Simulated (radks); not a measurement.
Values are calculated unless marked as measured or tabulated.
Species: the copper ion Cu2+. Configuration: [Ne] 3s1 3p6 3d9 4f1 (not the ground configuration).

Level of theory: scalar-relativistic Kohn-Sham, TASK exchange with Perdew-Wang LDA correlation, spin-polarised, spherical densities, finite nucleus; open shells are filled with parallel spins first; meta-GGA in the generalised Kohn-Sham scheme; Fermi nuclear charge, rms radius 3.8823 fm (a radial shooting solver on a logarithmic mesh with Libxc functionals).

Energy parts (eV):
part                       energy
total                  -44845.504
kinetic                 45497.304
electron-nucleus      -106950.745
Hartree                 18392.947
exchange-correlation    -1785.010

Orbitals (lengths in bohr, moments of r in powers of bohr; r(90%) holds 90 % of the orbital's charge):
orbital,occ.,eigenvalue (eV),<r^4>,r(90%)
1s up,1,-8927.780,0.00003467,0.0933
1s down,1,-8926.850,0.00003468,0.0933
2s up,1,-1120.132,0.007481,0.365
2s down,1,-1118.439,0.007456,0.364
2p up,3,-972.4024,0.005577,0.338
2p down,3,-970.8850,0.005552,0.338
3s up,1,-163.8192,0.5332,1.06
3p up,3,-119.4254,0.6914,1.13
3p down,3,-116.0036,0.7196,1.14
3d up,5,-46.9645,1.650,1.38
3d down,4,-43.5841,1.920,1.43
4f up,1,-5.4121,2893,9.06

The highest occupied level is 4f up at -5.412 eV. The spin density at the nucleus is 148.0 e/bohr^3 (1s 1.7, 2s -1.0, 3s 147.3). The density falls to 0.001 e/bohr^3 at r = 2.72 bohr. Spin moment in Bohr magnetons: 3. Summed over all electrons, <r^2> = 57.60 bohr^2, which gives a Langevin (diamagnetic) susceptibility term of -45.6 x 10^-6 cm^3/mol.

Empty levels of this run are not shown, since the potential may be unsettled where no density lies.
